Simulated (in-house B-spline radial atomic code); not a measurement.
## Solving the quasi-particle equation for 5d of Pb4+

Configuration [Xe] 4f14 5d10, start r2SCAN, empty levels kept to 16666.7 hartree. Computed with an all-electron radial atomic-structure program (B-spline basis): all electrons, scalar-relativistic (spin-free one-electron X2C), finite nucleus, each spin shell either full or empty, empty states to l = 9 with an (l + 1/2)⁻⁴ tail; G0W0 by contour deformation at full frequency.

Without the two-electron picture change, the correlation of inner shells comes somewhat too large for so heavy an element.

At the mean-field level ε = -62.059 eV the matrix elements are Σx = -41.59 eV, v_xc = -33.85 eV and Σc(ε) = -0.567 eV, and the slope of the correlation self-energy is dΣc/dω = -0.0465. The quasi-particle energy solves E = ε + Σx − v_xc + Σc(E).

(1) What does the linearised equation give?

(2) How does that compare with the full solution and with static screening?

Results:

(1) Z = 1/(1 − dΣc/dω) = 1/1.0465 = 0.9556. The first-order shift is Σx − v_xc + Σc(ε) = -41.59 − (-33.85) + (-0.567) = -8.307 eV, so E ≈ ε + Z × shift = -62.059 + 0.9556 × (-8.307) = -69.997 eV.

(2) Solving the equation at full frequency dependence gives E = -69.951 eV, where Σc = -0.151 eV and the weight is 0.942; the linearised value is off by 46 meV. Leaving Z out would give -70.366 eV. Static COHSEX puts -3.649 eV in place of Σc and gives -73.448 eV, 3.50 eV deeper.
